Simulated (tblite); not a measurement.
Compound: C₆H₄F₂N (doublet state).
SMILES with atom numbers: `[NH2:1][c:2]1[c:3][c:4]([F:5])[cH:6][cH:7][c:8]1[F:9]` (hydrogens: H10, H11 on N1; H12 on C6; H13 on C7)

Structure optimised with GFN2-xTB, isolated species. This method treats the open shell by occupation alone, without spin polarisation.

(1) Give the optimised bond lengths and angles.

## Answers

(1) 
```tsv
bond	length (bohr)	order
N1–C2	2.584	single
C2–C3	2.599	aromatic
C3–C4	2.570	aromatic
C4–F5	2.540	single
C4–C6	2.636	aromatic
C6–C7	2.612	aromatic
C7–C8	2.602	aromatic
C8–F9	2.567	single
C2–C8	2.666	aromatic
N1–H10	1.902	single
N1–H11	1.900	single
C6–H12	2.036	single
C7–H13	2.038	single
```

Orders are formal, as drawn. A selection of angles:
```tsv
angle	degrees
C2–N1–H10	116.9
C2–N1–H11	117.4
H10–N1–H11	116.6
N1–C2–C3	124.3
N1–C2–C8	121.1
C3–C2–C8	114.6
C2–C3–C4	124.8
C3–C4–F5	121.9
C3–C4–C6	119.3
F5–C4–C6	118.7
C4–C6–C7	118.8
C4–C6–H12	119.1
C7–C6–H12	122.1
C6–C7–C8	120.0
C6–C7–H13	121.0
C8–C7–H13	119.1
C7–C8–F9	119.9
C2–C8–C7	122.6
C2–C8–F9	117.5
```

Of the pairs four or more bonds apart, F9···H10 is among the closest relative to their van der Waals radii: 2.39 Å, 89 % of the sum of Bondi's values. C3 (carbon bonded to 2 C) is bent (angle 124.8°). N1 (nitrogen bonded to C and 2 H) has angles 117.4°, 116.9° and 116.6°, sum 350.9°, 0.19 Å off the plane of its three neighbours. C2 (carbon bonded to 2 C and N) is planar (angles 124.3°, 121.1° and 114.6°, sum 359.9°, 0.02 Å off the plane of its three neighbours). C8 (carbon bonded to 2 C and F) is planar (angles 122.6°, 119.9° and 117.5°, sum 360.0°, 0.01 Å off the plane of its three neighbours). The C–C distances run from 1.360 Å (C3–C4, aromatic) to 1.411 Å (C2–C8, aromatic), a spread of 0.051 Å. The 6-membered ring C2–C3–C4–C6–C7–C8 has internal angles of 114.6° to 124.8° (sum 720°, against 720° for a flat polygon); it is planar, 0.00 Å rms from its mean plane, widest ring torsion 1°.

Point group: near Cs, missed by 0.26 Å at most; the miss may be what the optimiser left on a soft mode. Its GFN2-xTB frequencies are all real (lowest 128 cm⁻¹). Torsions: H–N1–C2–C3 -166° and -20°.

Time: 0.21 s. Hardware: Arm Neoverse V2, one thread, no GPU, shared host with 96 logical CPUs at a one-minute load of 72. That covers the optimisation of the geometry.

One conformer stands for the species.

The numbers are calculated, not measured.
